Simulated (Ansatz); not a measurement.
`[SiH3][O][AlH][O][SiH3]`, relaxed with RKS PBE0-D4/def2-TZVP in the Gaussian-basis code of Ansatz from a PBE-D4/def2-SVP geometry. The force threshold is 0.005 eV/Å; the program also tests the step.

Total charge 0; spin multiplicity 1.

Start:

```xyz
12

Si   -2.814    0.240    0.466
O    -1.358    0.746   -0.156
Al    0.199    1.159   -0.710
O     1.521    0.135   -0.381
Si    2.688   -0.988   -0.005
H    -3.844    1.329    0.330
H    -3.299   -0.980   -0.272
H    -2.671   -0.107    1.925
H     0.417    2.488   -1.533
H     3.948   -0.703   -0.777
H     2.998   -0.944    1.468
H     2.216   -2.375   -0.356
```

Q: How much energy does the relaxation release, and in how many steps? (Best estimate.)

A: Computed: 2.40 kcal/mol, in 57 steps, 9 of them rejected.

Q: Which bonds change most? (Estimate.)

A: Ansatz gave: Si1–O2 from 1.662 to 1.626 Å; O4–Si5 from 1.662 to 1.626 Å; O2–Al3 from 1.704 to 1.677 Å; Al3–O4 from 1.704 to 1.677 Å.

Q: Give the relaxed structure. (An estimate is asked.)

A: Computed: 
```xyz
12

Si   -2.590    0.067    0.315
O    -1.324    0.858   -0.329
Al    0.224    1.305   -0.796
O     1.530    0.330   -0.398
Si    2.451   -0.878    0.181
H    -3.466    1.025    1.039
H    -3.376   -0.588   -0.764
H    -2.128   -0.976    1.271
H     0.449    2.627   -1.603
H     3.363   -1.369   -0.885
H     3.263   -0.389    1.326
H     1.604   -2.011    0.644
```
